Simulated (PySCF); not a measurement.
**As⁺: excitation energy**

As⁺ [Ar] 3d10 4s2 4p2 (3P) → As⁺ [Ar] 3d10 4s1 4p2 4d1 (high-spin determinant), as a difference of total energies. Computed with PySCF 2.14 in aug-cc-pwCVDZ-PP with ECP10MDF, with a scalar-relativistic core potential. Correlated levels: valence: 3s2 3p6 3d10 frozen. The calculations carry no spin-orbit coupling.

| method | excitation energy (eV) |
| --- | --- |
| UHF | 17.367 |
| MP2 (valence) | 18.294 |
| SCS-MP2 (valence) | 18.600 |
| CCSD (valence) | 18.170 |
| CCSD(T) (valence) | 18.110 |

Question: How much does correlation contribute at CCSD(T) (valence)?

Answer: 18.110 − (17.367) = 0.743 eV, measured against UHF.

The promoted electron is Rydberg-like, and one or two diffuse shells describe it only roughly, which tends to raise the upper state.

The coupled-cluster amplitudes are large for the upper state (T1 above 0.03 or a double amplitude above 0.15), so a single reference is strained.

The determinant of the upper state mixes LS terms, which raises its energy above the lowest term, most at the Hartree-Fock and MP2 levels.
